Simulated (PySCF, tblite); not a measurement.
Isomers of C3H12FPSi3, one GFN2-xTB conformer each. Single-point energies are computed at PBE0/pcSseg-1 (PySCF, gas phase, no added dispersion term), electronic only.

Question: Rank them by PBE0/pcSseg-1 energy, lowest first (kcal/mol).
A. `[F:1][C@@H:2]1[SiH2:3][CH2:4][SiH2:5][CH2:6][Si@H:7]1[PH2:8]` with C6–Si7–P8–H -177° and -84°, F1–C2–Si3–C4 -175°, C2–Si3–C4–Si5 56°, Si3–C4–Si5–C6 -56°, C4–Si5–C6–Si7 54°
B. `[F:1][Si@@H:2]([SiH2:3][PH2:4])[CH:5]1[CH2:6][SiH2:7][CH2:8]1` with F1–Si2–Si3–P4 179°, Si2–Si3–P4–H 64° and 157°, F1–Si2–C5–C6 78°, Si2–C5–C6–Si7 135°, C5–C6–Si7–C8 -9°, C6–Si7–C8–C5 9°, Si2–C5–C8–Si7 -137°
C. `[CH2:1]=[CH:2][CH2:3][SiH2:4][P:5]([SiH3:6])[SiH2:7][F:8]` with C1–C2–C3–Si4 106°, C2–C3–Si4–P5 45°, C3–Si4–P5–Si6 66°, Si4–P5–Si7–F8 -51°
D. `[F:1][C@@H:2]1[CH2:3][CH2:4][SiH2:5][SiH2:6][Si@H:7]1[PH2:8]` with Si6–Si7–P8–H -160° and -68°, F1–C2–C3–C4 -47°, C2–C3–C4–Si5 -78°, C3–C4–Si5–Si6 57°, C4–Si5–Si6–Si7 -36°
E. `[F:1][SiH2:2][CH2:3][Si@H:4]([PH2:5])/[CH:6]=[CH:7]\[SiH3:8]` with F1–Si2–C3–Si4 -176°, Si2–C3–Si4–P5 174°, C3–Si4–P5–H 78° and 171°, C3–Si4–C6–C7 -103°

Answer: C (0.0), E (9.2), B (11.9), A (16.8), D (29.2).

As drawn, the lowest has an Si–F bond and a C=C bond outside aromatic rings, which the highest lacks; the highest has an Si–Si bond, which the lowest lacks. GFN2-xTB itself gives, in the same order: 0.0, 22.6, 15.6, 48.0, 49.6. Both levels put the same isomer lowest; measured from each level's own lowest isomer, the values differ by up to 31.2 kcal/mol (F[C@@H]1[SiH2]C[SiH2]C[Si@H]1P: 48.0 against 16.8).

Question: Which frontier levels, dipoles and rotational constants go with these structures?

Answer: 
```
                        SMILES  HOMO (eV, PBE0/pcSseg-1)  LUMO (eV)  dipole (D)        A, B, C (MHz)
    C=CC[SiH2]P([SiH3])[SiH2]F                     -7.27      -0.49        0.76   1554, 550.2, 488.0
  F[SiH2]C[Si@H](P)/C=C\[SiH3]                     -7.56      -1.31        2.01  801.0, 675.9, 399.2
  F[Si@@H]([SiH2]P)C1C[SiH2]C1                     -7.52      -0.76        1.23   1207, 627.0, 434.8
F[C@@H]1[SiH2]C[SiH2]C[Si@H]1P                     -7.44       0.01        2.08   1294, 736.5, 501.1
F[C@@H]1CC[SiH2][SiH2][Si@H]1P                     -7.57      -0.65        0.75   1086, 820.3, 673.5
```

Question: What happens when harmonic zero-point energies from GFN2-xTB frequencies are added?

Answer: 
```tsv
SMILES	ZPE (kcal/mol)	electronic (kcal/mol)	with ZPE (kcal/mol)
C=CC[SiH2]P([SiH3])[SiH2]F	82.1	0.0	0.0
F[SiH2]C[Si@H](P)/C=C\[SiH3]	79.9	9.2	7.0
F[Si@@H]([SiH2]P)C1C[SiH2]C1	83.3	11.9	13.2
F[C@@H]1[SiH2]C[SiH2]C[Si@H]1P	82.6	16.8	17.3
F[C@@H]1CC[SiH2][SiH2][Si@H]1P	83.8	29.2	30.9
```

The zero-point energies span 3.9 kcal/mol. The order is unchanged.
